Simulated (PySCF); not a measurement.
Molfile (atoms numbered from 1):
```
C6H11BO2
     RDKit          3D

 20 20  0  0  0  0  0  0  0  0999 V2000
   -1.8677    1.1106    0.6624 C   0  0  0  0  0  0  0  0  0  0  0  0
   -1.2275   -0.2271    0.3026 C   0  0  0  0  0  0  0  0  0  0  0  0
   -1.8072   -0.8145   -0.9864 C   0  0  0  0  0  0  0  0  0  0  0  0
    0.2702   -0.1273    0.1933 C   0  0  0  0  0  0  0  0  0  0  0  0
    0.9374   -1.0482    0.7648 O   0  0  0  0  0  0  0  0  0  0  0  0
    2.4596   -0.9126    0.8849 B   0  0  0  0  0  0  0  0  0  0  0  0
    2.9423   -0.3082   -0.4311 O   0  0  0  0  0  0  0  0  0  0  0  0
    2.2217    0.5972   -0.9567 C   0  0  0  0  0  0  0  0  0  0  0  0
    0.9080    0.8552   -0.5860 C   0  0  0  0  0  0  0  0  0  0  0  0
   -2.9461    0.9735    0.8316 H   0  0  0  0  0  0  0  0  0  0  0  0
   -1.7538    1.8483   -0.1471 H   0  0  0  0  0  0  0  0  0  0  0  0
   -1.4315    1.5378    1.5772 H   0  0  0  0  0  0  0  0  0  0  0  0
   -1.4036   -0.9436    1.1203 H   0  0  0  0  0  0  0  0  0  0  0  0
   -2.8914   -0.9672   -0.8764 H   0  0  0  0  0  0  0  0  0  0  0  0
   -1.6433   -0.1389   -1.8402 H   0  0  0  0  0  0  0  0  0  0  0  0
   -1.3484   -1.7855   -1.2238 H   0  0  0  0  0  0  0  0  0  0  0  0
    2.6854   -0.1011    1.7744 H   0  0  0  0  0  0  0  0  0  0  0  0
    2.9402   -2.0159    1.0178 H   0  0  0  0  0  0  0  0  0  0  0  0
    2.6849    1.1447   -1.7917 H   0  0  0  0  0  0  0  0  0  0  0  0
    0.3398    1.6389   -1.0831 H   0  0  0  0  0  0  0  0  0  0  0  0
  1  2  1  0
  2  3  1  0
  2  4  1  0
  4  5  2  0
  5  6  1  0
  6  7  1  0
  7  8  1  0
  8  9  2  0
  9  4  1  0
  1 10  1  0
  1 11  1  0
  1 12  1  0
  2 13  1  0
  3 14  1  0
  3 15  1  0
  3 16  1  0
  6 17  1  0
  6 18  1  0
  8 19  1  0
  9 20  1  0
M  CHG  2   5   1   6  -1
M  END
```

PySCF 2.14 calculation with shieldings: GIAO PBE0/pcSseg-1 and coordinates at the PBE0-D3(BJ)/def2-SVP level; one computed conformer, equivalent nuclei averaged, non-relativistic Hamiltonian, no solvent model.

Scale: ¹³C (σ = 184.41 ppm) and ¹H (σ = 31.27 ppm) vs TMS; ¹⁷O (σ = 334.56 ppm) vs H2O; ¹¹B (σ = 100.73 ppm) against BF3·OEt2 (reference shieldings calculated alike).

| atoms | nucleus | count | Hirshfeld charge | δ (ppm) |
| --- | --- | --- | --- | --- |
| O5 | ¹⁷O | 1 | -0.10 | 298.2 |
| C2 | ¹³C | 1 | -0.02 | 40.0 |
| H10/H11/H12/H14/H15/H16 | ¹H | 6 | 0.04 | ? |
| H17/H18 | ¹H | 2 | -0.10 | 3.72 |
| H13 | ¹H | 1 | 0.05 | 2.30 |
| C1/C3 | ¹³C | 2 | -0.11 | 21.7 |
| O7 | ¹⁷O | 1 | -0.11 | 276.3 |
| C9 | ¹³C | 1 | -0.12 | 101.8 |
| C8 | ¹³C | 1 | 0.12 | ? |
| B6 | ¹¹B | 1 | 0.04 | ? |
| H19 | ¹H | 1 | 0.07 | ? |
| H20 | ¹H | 1 | 0.05 | 5.54 |
| C4 | ¹³C | 1 | 0.17 | 207.6 |

Problem. Complete the table.

Solution. 
- C8: 185.6 ppm, alkene carbon bearing oxygen; an sp2 carbon further deshielded by the attached heteroatom
- H19: 7.68 ppm, hydrogen on an alkene carbon bearing oxygen; olefinic region
- H10/H11/H12/H14/H15/H16: 1.14 ppm, hydrogen on a methyl carbon
- B6: -0.7 ppm, boron bonded to 2 O, 2 H, in a 6-membered ring

Hydrogens on boron are broadened and split by ¹¹B (spin 3/2, 80 %) and 10B (spin 3). Shifts are as computed. Against solution values, carbons near 30 ppm lie about +2 ppm off and those near 130 ppm about +5 ppm. Of 1309 compounds with measured shifts, 239 miss one by over three times the rms of a fit or turn the order of signals round; such compounds aren't used in these exercises. Unscaled 17O shifts of doubly bonded oxygen tend to come out too high, by tens of ppm or more. Experimental scales use liquid or dissolved standards, which lie at an offset from isolated H2O (liquid H2O: subtract about 36 ppm).
